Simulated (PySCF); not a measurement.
# Excitation energy of O⁺ by level of theory

O⁺ [He] 2s2 2p3 (4S) → O⁺ [He] 2s1 2p4 (4P), as a difference of total energies. Computed with PySCF 2.14 in aug-cc-pVDZ-DK (4s3p2d, 23 functions), with scalar relativity by spin-free X2C-1e. Correlated levels: valence: 1s2 frozen. The calculations carry no spin-orbit coupling.

```json
{"method": "UHF", "excitation energy (cm⁻¹)": "121880", "error (cm⁻¹)": "+1950"}
{"method": "MP2 (valence)", "excitation energy (cm⁻¹)": "122130", "error (cm⁻¹)": "+2202"}
{"method": "SCS-MP2 (valence)", "excitation energy (cm⁻¹)": "122180", "error (cm⁻¹)": "+2243"}
{"method": "CCSD (valence)", "excitation energy (cm⁻¹)": "121640", "error (cm⁻¹)": "+1708"}
{"method": "CCSD(T) (valence)", "excitation energy (cm⁻¹)": "121540", "error (cm⁻¹)": "+1604"}
{"method": "CCSDT (valence)", "excitation energy (cm⁻¹)": "121490", "error (cm⁻¹)": "+1553"}
```

Reference: 119930 cm⁻¹ (measured; NIST levels, between the centres of gravity of the two terms).

Errors of the correlated levels include the incompleteness of this basis and the frozen core.
